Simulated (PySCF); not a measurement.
Two species compared at the same levels of theory.

First species: C5H14N2.
Numbering: `[CH3:1][CH2:2][N:3]([NH2:4])[CH:5]([CH3:6])[CH3:7]` (hydrogens: H8, H9, H10 on C1; H11, H12 on C2; H13, H14 on N4; H15 on C5; H16, H17, H18 on C6; H19, H20, H21 on C7)

Second species: C6H13ClSi.
Cartesian coordinates in Å at the GFN2-xTB level; atoms count from 1:
```xyz
21
C6H13ClSi angstrom
C      3.2940   -0.5170    0.8648
C      2.4679   -0.3921   -0.1622
Si     1.2554    1.0224   -0.4033
C     -0.5230    0.2835   -0.4571
C     -1.5769    1.3375   -0.7415
Cl    -0.4871   -0.8342   -1.8846
C     -0.8353   -0.5459    0.7841
C     -2.2118   -1.2042    0.7913
H      3.3245    0.2109    1.6594
H      3.9770   -1.3476    0.9633
H      2.4845   -1.1569   -0.9299
H      1.3208    1.9735    0.7131
H      1.4828    1.6935   -1.6848
H     -1.6687    1.9956    0.1206
H     -2.5469    0.8884   -0.9455
H     -1.2936    1.9374   -1.6035
H     -0.0706   -1.3206    0.8809
H     -0.7446    0.1141    1.6515
H     -2.3655   -1.7731   -0.1228
H     -3.0017   -0.4627    0.8805
H     -2.2899   -1.8853    1.6356
```

Levels: PBE0/pcSseg-1 for dipole moment, HOMO energy, LUMO energy and HOMO–LUMO gap; GFN2-xTB for rotational constant A and rotational constant C. Geometries: GFN2-xTB. Each species is one conformer at its optimised geometry, gas phase, non-relativistic unless stated. Electronic properties by PySCF.

The conformers computed, where there is a choice (atom-mapped SMILES and torsion angles):
- `[CH3:1][CH2:2][N:3]([NH2:4])[CH:5]([CH3:6])[CH3:7]`: C1–C2–N3–N4 165°, C2–N3–C5–C6 -73°, H–N4–N3–C2 44°, H–N4–N3–C2 -75°
- `[CH2:1]=[CH:2][SiH2:3][C@@:4]([CH3:5])([Cl:6])[CH2:7][CH3:8]`: C1–C2–Si3–C4 -119°, C2–Si3–C4–C5 -176°, Si3–C4–C7–C8 -178°

Which of the two has the higher dipole moment, and by how much?

The second: 1.94 D against 1.63 D, a difference of 0.31 D.

Which has the higher HOMO–LUMO gap?

The first: 7.44 eV against 7.18 eV, a difference of 0.26 eV.

Which has the higher HOMO energy?

The first: -6.13 eV against -7.62 eV, a difference of 1.49 eV.

Which has the higher LUMO energy?

The first: 1.31 eV against -0.44 eV, a difference of 1.75 eV.

Which of the two has the higher rotational constant A, and by how much?

The first: 3.349 GHz against 1.852 GHz, a difference of 1.497 GHz.

Which of the two has the higher rotational constant C, and by how much?

The first: 1.668 GHz against 0.867 GHz, a difference of 0.801 GHz.

On the first: The dipole matches unit charges of opposite sign 0.34 Å apart (1 e·Å = 4.8032 D).

On the second: A dipole of 1.94 D is allowed in C1, and pure rotational transitions are dipole-allowed. In atomic units the dipole is 0.76 e·bohr (1 au = 2.5417 D).
